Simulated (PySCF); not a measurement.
Molecule: SMILES C#C/C(F)=C\CF, C₅H₄F₂.

Mapped SMILES: `[CH:1]#[C:2]/[C:3]([F:4])=[CH:5]\[CH2:6][F:7]` (H(Xn): hydrogen on atom n).

Geometry PBE0-D3(BJ)/def2-SVP throughout; GIAO in PySCF 2.14.0 with density-fitted response routines, gas phase, one conformer, non-relativistic; equivalent atoms averaged; functional PBE0.

(1) How do the absolute shieldings σ depend on the basis set? (a selection of nuclei; ppm; last column core-seconds on 1 thread of an Arm Neoverse V2, shared host)

(2) Which nucleus among those listed moves most, in ppm?

(3) Taking the largest basis, pcSseg-2 (308 functions), as the yardstick, rank the others by their worst heavy-atom deviation.

Results:

(1) 
```csv
basis set,functions,C3,C5,C1,C2,F4,F7,H(C5),H(C1),H(C6),core-s
STO-3G,39,118.4,134.1,154.8,176.2,306.9,442.6,27.31,29.02,29.95,2.8
6-31G,71,56.9,82.8,112.7,129.0,284.6,423.8,26.58,29.13,27.47,5.2
pcSseg-0,71,32.2,63.5,91.7,112.6,274.0,442.7,26.91,29.13,27.44,4.7
6-31G*,106,55.3,81.1,110.5,127.4,295.6,426.6,26.23,28.84,26.91,7.6
cc-pVDZ,118,53.1,78.7,108.9,125.6,292.5,423.3,25.48,28.06,26.33,9.2
def2-SVP,118,49.7,77.2,106.1,122.8,296.0,429.0,25.50,28.18,26.48,8.3
aug-cc-pVDZ,197,52.7,78.7,109.9,125.6,293.4,417.5,25.26,27.97,26.25,20
"6-311+G(2d,p)",213,36.8,65.0,94.1,110.8,280.5,413.5,25.43,28.19,26.46,21
def2-TZVP,241,35.0,64.5,94.7,110.8,279.6,415.9,25.42,28.14,26.44,27
cc-pVTZ,266,36.9,66.2,95.4,112.1,280.8,417.5,25.24,28.00,26.26,31
IGLO-III,285,29.3,58.2,89.1,106.6,278.1,414.6,25.28,27.99,26.29,33
pcSseg-2,308,28.4,57.7,88.1,105.9,278.7,414.1,25.14,27.92,26.19,42
```

(2) C3 (fully substituted alkene carbon): from 28.4 ppm with pcSseg-2 to 118.4 ppm with STO-3G. The smallest spread is 1.21 ppm, at H(C1). Proton shifts span only some 12 ppm, so a few tenths of a ppm matter as much there as several ppm in carbon.

(3) IGLO-III 1.0 ppm (285 functions), def2-TZVP 6.7 ppm (241 functions), 6-311+G(2d,p) 8.4 ppm (213 functions), cc-pVTZ 8.5 ppm (266 functions), def2-SVP 21.3 ppm (118 functions), aug-cc-pVDZ 24.3 ppm (197 functions), cc-pVDZ 24.7 ppm (118 functions), 6-31G* 26.9 ppm (106 functions), 6-31G 28.5 ppm (71 functions), pcSseg-0 28.6 ppm (71 functions), STO-3G 90.1 ppm (39 functions).

A small basis that lands close on one nucleus may do so by chance; judge by the trend and by all nuclei.
